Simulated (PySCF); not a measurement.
CH3Zn (SMILES [CH3][Zn+]), charge +1, singlet, at a GFN2-xTB geometry (such geometries of metal compounds can be far from the true shape).

The PySCF input:
```python
from pyscf import gto, scf, dft

mol = gto.M(
    atom='''
Zn   -0.34914678   -0.20143649   -0.26629558
C     1.09381840    0.63106679    0.83425947
H     1.59595133   -0.20267503    1.33375943
H     0.57940379    1.30261333    1.52792074
H     1.73613783    1.15675559    0.12163043
''',
    basis='6-31g',
    charge=1,
    verbose=4,
)

mf = dft.RKS(mol)
mf.xc = 'b3lyp'
mf.kernel()
```

Question: What does this run give for the HOMO energy, Mulliken (on the basis functions themselves) charges in atom order, total energy, nuclear repulsion energy, number of basis functions?

Answer: 
| Quantity | Value |
|---|---|
| HOMO energy | -14.41 eV |
| Mulliken (on the basis functions themselves) charges in atom order | Zn1 0.86, C2 -0.63, H3 0.26, H4 0.26, H5 0.26 |
| total energy | -1818.7027 Eh |
| nuclear repulsion energy | 76.1923 Eh |
| number of basis functions | 42 |
